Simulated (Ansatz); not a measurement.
Basis-set extrapolation for `ClB1CC1Cl` (PBE0-D4/def2-TZVP geometry, frozen core, Ansatz 0.2.0). Multiplicity 1, RHF reference.

```tsv
	def2-TZVPP	def2-QZVPP
HF	-1021.211090	-1021.240792
MP2 correlation	-0.798161	-0.864002
CCSD(T) correlation	-0.885775	not run
```

Energies in hartree. Use E(X) = E(∞) + A·exp(−7.88·√X) for Hartree–Fock and E(X) = E(∞) + B·X^(−2.97) for correlation, with X = 3 and 4, and add CCSD(T) minus MP2 of the smaller set to the MP2 limit.

Q: What is the CCSD(T) energy at the basis-set limit?

A: HF limit: -1021.240792 + (-0.029702) × 0.13774 = -1021.24488. MP2 limit: -0.864002 + (-0.065841) × 0.74074 = -0.91277. Higher-order term: -0.885775 − (-0.798161) = -0.08761. Total: -1022.24526 hartree, 4.04 eV below CCSD(T)/def2-TZVPP.
